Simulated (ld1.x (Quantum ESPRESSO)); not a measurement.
## boron (B): RRKJ pseudisation with PBE, fully relativistic reference atom.

boron, norm-conserving RRKJ (Kleinman–Bylander form), made with ld1.x (Quantum ESPRESSO) 7.5 (PBE, fully relativistic). Core [He], reference 2s2 2p0 (charge +1). Waves: 2p (bound, empty): rc 3.30 bohr; 3d channel at 0.4 Ry: rc 3.40 bohr; 2s (bound): rc 1.40 bohr. Local part: the s channel. Core correction: Bessel-smoothed model core inside 0.95 bohr.

Open shells are filled in proportion to 2j + 1 (rel_dist='average').

All-electron outer shells of the reference configuration (PBE, scalar-relativistic, ld1.x):

| shell | level (eV) | outermost node (bohr) | outermost maximum (bohr) |
| --- | --- | --- | --- |
| 2s | -19.51 | 0.46 | 1.44 |
| 2p | -13.36 | – | 1.41 |

Q: Does the generator finish with these settings?

A: Yes, a potential is produced and its reference levels are reproduced.

Q: Estimate the cutoffs (Ry, on a coarse ladder) from which the occupation-weighted sum of valence levels, in a spherical-Bessel basis at the reference potential, stays within 10 and 1 mRy of its value at 400 Ry.

A: 21 Ry and 55 Ry.

Q: Does the potential have ghost states?

A: No extra level below or beside the all-electron valence levels (p1/2, p3/2, d3/2, d5/2, s, f tested).

Q: Tests: 2s2 2p1; 2s1 2p0; 2s2 2p0.5; 2s1 2p2; 2s0 2p3; 2s1 2p1; 2s2 2p1.3. Which has the largest error in its energy relative to the reference configuration, and how large is it?

A: 2s0 2p3, with +366 meV (all-electron minus pseudo) on +3.50 eV.
